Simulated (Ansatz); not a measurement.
```yaml
crystal:
  periodic: [false, false, false]
  atoms:
    - {symbol: B, position_ang: [-0.975478, 1.916578, -0.261218]}
    - {symbol: Al, position_ang: [-0.015436, 0.016578, -0.174349]}
    - {symbol: C, position_ang: [0.520196, -0.845197, 1.501640]}
    - {symbol: N, position_ang: [0.323342, -0.844677, -1.690735]}
    - {symbol: H, position_ang: [-0.374026, 2.954351, -0.328556]}
    - {symbol: H, position_ang: [-2.168289, 2.053085, -0.218166]}
    - {symbol: H, position_ang: [0.992709, -1.817197, 1.334058]}
    - {symbol: H, position_ang: [1.228971, -0.224598, 2.059751]}
    - {symbol: H, position_ang: [-0.339545, -1.004344, 2.160770]}
    - {symbol: H, position_ang: [0.771640, -1.745530, -1.746333]}
    - {symbol: H, position_ang: [0.101316, -0.516150, -2.616262]}
basis:
  gaussian: {orbitals: def2-TZVP, final_grid: {core_spheres: 20, valence_spheres: 16, degree: 47}}
total_charge: -1
magnetization: {spin_polarized: true, initial_magnetization: 5}
hamiltonian: {xc: {name: BLYP}, dispersion: d3bj}
output: {forces: true}
```

```sh
$ ansatz run in.yaml --threads 2 --pin off --events-out ev --progress --plain --max-ram 4352MiB
```

Output, abridged:

```
Functional definition: BLYP
1071 factors; their error is unknown
mean field evaluation 1: about -9894.2340 eV, gradient 4.5e1 eV
mean field evaluation 2: about -9843.8453 eV, gradient 8.1e1 eV
mean field evaluation 4: about -9902.5773 eV, gradient 2.1e1 eV
mean field evaluation 8: about -9905.6763 eV, gradient 1.4e0 eV
mean field evaluation 16: about -9905.6644 eV, gradient 3.9e-3 eV
mean field -9905.66435303 eV, -364.0264506733 hartree, gradient 4.4e-6 eV, S^2 8.755260; 8 other end points of the search recorded, 0 dependent functions left out
reference -9905.66477179 eV, -364.0264660626 hartree; 22, 17 occupied and 150, 155 virtual orbitals, 1071 factors
Total energy: -9906.04220627 eV, -364.0403365240 hartree
Atom 0 at    -0.975478     1.916578    -0.261218 Å, force    -0.791181     1.584463     0.095281 eV/Å
Atom 1 at    -0.015436     0.016578    -0.174349 Å, force    -0.524398     1.399712     2.882542 eV/Å
Atom 2 at     0.520196    -0.845197     1.501640 Å, force     0.098862    -0.034650     1.261992 eV/Å
Atom 3 at     0.323342    -0.844677    -1.690735 Å, force     0.277748    -0.779484    -1.859197 eV/Å
Atom 4 at    -0.374026     2.954351    -0.328556 Å, force     0.820274    -0.114538    -0.045455 eV/Å
Atom 5 at    -2.168289     2.053085    -0.218166 Å, force    -0.398255    -0.726537     0.029246 eV/Å
Atom 6 at     0.992709    -1.817197     1.334058 Å, force     0.056888    -0.164246    -0.378266 eV/Å
Atom 7 at     1.228971    -0.224598     2.059751 Å, force     0.216607     0.166199     0.062731 eV/Å
Atom 8 at    -0.339545    -1.004344     2.160770 Å, force    -0.256435    -0.068794     0.092945 eV/Å
Atom 9 at     0.771640    -1.745530    -1.746333 Å, force     0.939744    -1.883992    -0.078391 eV/Å
Atom 10 at     0.101316    -0.516150    -2.616262 Å, force    -0.439854     0.621866    -2.063426 eV/Å
Dipole moment:     0.219974    -0.435628     0.016169 e Å
```

Q: What is wrong with this run?

A: The spin is set far too high for this molecule. Self-consistency was reached. The result belongs to that input, not to the molecule as meant.
